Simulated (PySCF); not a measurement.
A GIAO shielding run with PySCF 2.14.0 with density-fitted response routines (density fitting, non-relativistic, gas phase) on SMILES C=CCO[Si@@](N)(O)NC, C$_{4}$H$_{12}$N$_{2}$O$_{2}$Si:

```
$ OMP_NUM_THREADS=1 python probes_run.py task.json out

{"job": {"kind": "nmr", "xc": "PBE0", "basis": "pcSseg-1"}, "charge": 0, "multiplicity": 1}
C     -3.883821    -1.002332    -0.401911
C     -2.601095    -1.279257    -0.535019
C     -1.497715    -0.272768    -0.432810
O     -0.450887    -0.801968     0.332694
Si     0.965638    -0.054205     0.681321
N      0.878130     1.441747     1.536139
O      1.727900    -1.134189     1.632866
N      1.762533     0.355175    -0.787737
C      3.048555     1.016319    -0.826985
H     -4.230193    -0.000454    -0.207155
H     -4.641852    -1.761109    -0.493053
H     -2.262622    -2.289000    -0.720868
H     -1.126457    -0.028845    -1.438723
H     -1.862821     0.656568     0.021126
H      0.457843     2.242143     1.097670
H      0.704134     1.440561     2.525922
H      1.203227    -1.806205     2.060072
H      1.666957    -0.300368    -1.549757
H      3.160339     1.556389    -1.769691
H      3.883153     0.315802    -0.721022
H      3.090132     1.722940    -0.003552
```

Hardware: 1 thread of an Arm Neoverse N1, shared host. The job also computes population analyses, field gradients.

Question: How large is the calculation?

Answer: 80 electrons, 220 basis functions and 1155 auxiliary functions.

Question: How long does it take, and how much memory does it need?

Answer: 84 s of wall time, with 14 SCF cycles and 4 response iterations; peak memory 0.9 GiB. Times on a shared host scatter by some tens of per cent.
